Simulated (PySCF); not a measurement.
Harmonic spectrum computed at PBE0 in the def2-TZVP basis family (core potentials from Rb on, PySCF, no spin–orbit coupling):

```csv
ω (cm⁻¹),"IR (km/mol, summed over degenerate members)",degeneracy
137,94.9,2
432,0.0,1
809,166,1
```

Which molecule gave it? In each, all ligands are bound to the one heavy central atom.
A. SbCl₂⁺ (singlet)
B. AlCl₂⁺ (singlet)
C. BrCl₂⁺ (singlet)
D. InCl₂⁺ (singlet)

B. It has D∞h symmetry with Al–Cl 1.996 Å (×2).
